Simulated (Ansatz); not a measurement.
`C#[C][Al]([F])[F]` + NH₃ → `C#[C][Al]([NH2])[F]` + H–F at 298.15 K and 1 bar (ligand exchange at the Al–F bond).

Gas-phase electronic energies from Ansatz, PBE0-D4/def2-TZVP geometries. CCSD(T)/CBS adds triple-zeta CCSD(T) − MP2 to the extrapolated MP2 energy (def2 sets, frozen cores). This one scheme is used for every species. One conformer a species, not always the lowest.

```
              species  CCSD(T)/CBS energy (Eh)  H − E (kJ/mol)  S (J/(mol·K))
  `C#[C][Al]([F])[F]`               -518.41825            81.4          319.2
                  NH₃                -56.50880           100.5          192.4
`C#[C][Al]([NH2])[F]`               -474.49892           144.7          336.9
                  H–F               -100.39570            33.5          173.6
```

H − E and S are ideal-gas, rigid-rotor, harmonic terms from PBE0-D4/def2-TZVP, for one conformer and one mirror image of each species. 1 Eh = 2625.50 kJ/mol, R = 8.31446 J/(mol·K).

Problem. By hand: ΔE, ΔH, ΔS and ΔG.

Solution. ΔE = (-474.49892) + (-100.39570) − (-518.41825) − (-56.50880) = 0.03243 Eh = 85.1 kJ/mol. Δ(H − E) = 144.7 + 33.5 − 81.4 − 100.5 = -3.7, so ΔH = 81.4 kJ/mol. ΔS = 336.9 + 173.6 − 319.2 − 192.4 = -1.1 J/(mol·K). ΔG = 81.4 − 298.15 × (-1.1)/1000 = 81.7 kJ/mol.

Problem. By hand: the equilibrium constant, and the temperature at which ΔG would vanish if ΔH and ΔS stayed fixed.

Solution. log₁₀ K = −ΔG/(RT ln 10) = -14.3. ΔH and −TΔS have one sign here, so there is no such temperature.

The number of gas molecules stays the same, so ΔS is small and ΔH decides. A doubt of 5 kJ/mol in ΔE shifts log₁₀ K by 0.9 here. Other conformers and mirror images would add mixing entropy, several J/(mol·K) or more a flexible species. These are equilibria of isolated gas molecules and say nothing of rates. Largest T1 diagnostic: 0.014 (customary marks: 0.02 for closed shells, 0.045 for open ones).

ΔS is within the doubt of such terms, so its sign, and with it that verdict, could turn.
